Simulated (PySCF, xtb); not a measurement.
F5Nb, SMILES [F][Nb-]([F])([F])([F])[F] (connectivity only; charge and spin as stated), charge -1, multiplicity 2.

Harmonic wavenumbers (cm⁻¹) from GFN2-xTB in xtb at its own minimum, in rising order: 40, 81, 159, 175, 191, 236, 247, 261, 309, 389, 427, 477.

Question: What does B3LYP-D3(BJ)/def2-SVPD (PySCF) give at its own minimum? (Estimate from the structure and the level; the computed values follow.)

Answer: 64, 99, 106, 174, 190, 196, 245, 510, 531, 551, 618, 640. Paired by order, the mean absolute difference is 94 cm⁻¹ and the zero-point energies are 4.3 and 5.6 kcal/mol.
